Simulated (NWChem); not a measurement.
A series in which one site is exchanged, each optimised at PBE0/def2-SVP with NWChem, gas phase unless a solvent is named. Low-valent species are run as closed-shell singlets; no triplet was tried in these runs. Some are not confirmed as minima by frequencies. def2 effective core potentials on I, Pb; no spin-orbit coupling.

A: [SiH3][PbH] (PbSiH₄; site = H)
B: [SiH3][Pb][I] (PbSiH₃I; site = I)
C: [Cl][Pb][SiH3] (PbSiH$_{3}$Cl; site = Cl)
D: [F][Pb][SiH3] (PbSiH3F; site = F)

Task: Rank them by vertical ionisation energy, ΔSCF, PBE/def2-SVP (eV), lowest first.

Result: B (7.94), C (8.17), D (8.23), A (8.31)
